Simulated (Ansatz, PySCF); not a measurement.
Molecule: sum formula HSO3, charge 0, multiplicity 2. It need not be the lowest isomer of its formula. 
Structure (B3LYP-D3(BJ)/def2-TZVP (Ansatz, a program for electronic structure) minimum search):
```
S
O 1 1.4569
O 1 1.4569 2 112.09
O 1 1.4569 2 112.09 3 127.05
H 1 1.3485 2 106.71 4 116.47
```
Charge 0, spin multiplicity 2.

Dipole moments at this geometry, in debye (magnitudes).

```
level                    program  dipole (D)
-----------------------  -------  ----------
HF/def2-TZVPD              PySCF           …
PBE/def2-TZVPD            Ansatz        2.09
r2SCAN/def2-TZVPD         Ansatz        2.16
PBE0/def2-TZVPD           Ansatz        2.24
M06-2X/def2-TZVPD          PySCF        2.33
CCSD(T)/aug-cc-pV(D+d)Z   Ansatz           …
```

Task: Complete the blanks.

Result: 
- HF/def2-TZVPD, dipole (D): 3.46
- CCSD(T)/aug-cc-pV(D+d)Z, dipole (D): 2.21
